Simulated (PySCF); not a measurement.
Potential energy of PdF along the bond

Set-up: PySCF, scalar-relativistic core potentials, basis sets Pd def2-TZVPP with ECP28, F def2-TZVPP. Energies in eV from Pd (4d10) + F in their ground configurations at the same level. All curves are PBE0. state 1: ²Σ⁺ (doublet), unpaired electrons σ ↑; state 2: ²Π (doublet), unpaired electrons π ↑, a second solution, started from another occupation; state 3: ²Δ (doublet), unpaired electrons δ ↑, a second solution, started from another occupation; state 4: quartet, unpaired electrons σ ↑↑, π ↑, a second solution, started from another occupation.

| R (Å) | state 1 | state 2 | state 3 | state 4 |
| --- | --- | --- | --- | --- |
| 1.653 | -2.328 | -1.739 | -0.991 | -0.106 |
| 1.730 | -2.918 | -2.357 | -1.735 | -0.694 |
| 1.807 | -3.231 | -2.702 | -2.175 | -0.985 |
| 1.864 | -3.336 | -2.833 | -2.362 | -1.070 |
| 1.922 | -3.362 | -2.884 | -2.460 | -1.073 |
| 1.980 | -3.327 | -2.875 | -2.489 | -1.018 |
| 2.057 | -3.215 | -2.796 | -2.452 | -0.885 |
| 2.153 | -3.007 | -2.626 | -2.321 | -0.663 |
| 2.268 | -2.706 | -2.363 | -2.094 | -0.368 |
| 2.422 | -2.285 | -1.977 | -1.740 |  |

**Question.** Put a parabola through the three lowest points of the state 1 curve and estimate Re, k and ωe (reduced mass 16.11 u; 1 eV/Å² = 0.16022 mdyn/Å; ωe = 1302.8·√(k/μ) cm⁻¹).

**Answer.** Through R = 1.864, 1.922, 1.98 Å the second-order coefficient is 9.07 eV/Å², so Re ≈ 1.918 Å, k ≈ 2.91 mdyn/Å and ωe ≈ 553 cm⁻¹. A polynomial fit of higher order to the unrounded PBE0 energies gives Re = 1.915 Å, k = 2.98 mdyn/Å, ωe = 560 cm⁻¹; anharmonicity and rounding make the difference.

The higher-order fit for each curve: state 1: Re = 1.915 Å, ωe = 560 cm⁻¹, De = 3.36 eV; state 2: Re = 1.940 Å, ωe = 525 cm⁻¹, minimum 2.89 eV below the ground-state fragments; state 3: Re = 1.981 Å, ωe = 505 cm⁻¹, minimum 2.49 eV below the ground-state fragments; state 4: Re = 1.895 Å, ωe = 585 cm⁻¹, minimum 1.08 eV below the ground-state fragments.

The metal atom is held in its measured ground configuration; semilocal functionals can put another filling of s and d lower by some tenths of an eV, and De to that atom would be smaller. These are scalar-relativistic numbers at best; spin–orbit coupling would shift them, the dissociation energy most. The state is the lowest single determinant that the PBE0 search found; with open d or f shells the true ground state can be another one.
